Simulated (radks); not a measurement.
Problem. Neutral rhodium, configuration [Kr] 4d6 5s1 5p2 (not the ground configuration). All-electron calculation, scalar-relativistic Kohn-Sham, PBE, spin-unpolarised, spherical densities, finite nucleus; Fermi nuclear charge, rms radius 4.4945 fm. Program: a radial shooting solver on a logarithmic mesh with Libxc functionals. Some entries of the table are withheld. Estimate them.

| orbital | occ. | eigenvalue (eV) | r(max) (bohr) | <r^2> (bohr^2) |
|---|---|---|---|---|
| 1s | 2 | -23048.96 | 0.02118 | 0.001438 |
| 2s | 2 | -3351.425 | 0.1198 | 0.02374 |
| 2p | 6 | (1) | (2) | 0.01869 |
| 3s | 2 | -608.1421 | 0.3514 | 0.1746 |
| 3p | 6 | (3) | 0.3446 | 0.1772 |
| 3d | 10 | -311.9564 | 0.2914 | 0.1639 |
| 4s | 2 | -93.0877 | 0.8795 | (4) |
| 4p | 6 | -60.6581 | (5) | 1.301 |
| 4d | 6 | -14.5188 | 1.115 | 2.423 |
| 5s | 1 | -8.1425 | 2.402 | 9.205 |
| 5p | 2 | -3.1354 | 3.070 | 16.86 |

Solution. 
(1) 2p eigenvalue (eV): -3004.752
(2) 2p r(max) (bohr): 0.09576
(3) 3p eigenvalue (eV): -494.1657
(4) 4s <r^2> (bohr^2): 1.072
(5) 4p r(max) (bohr): 0.9403
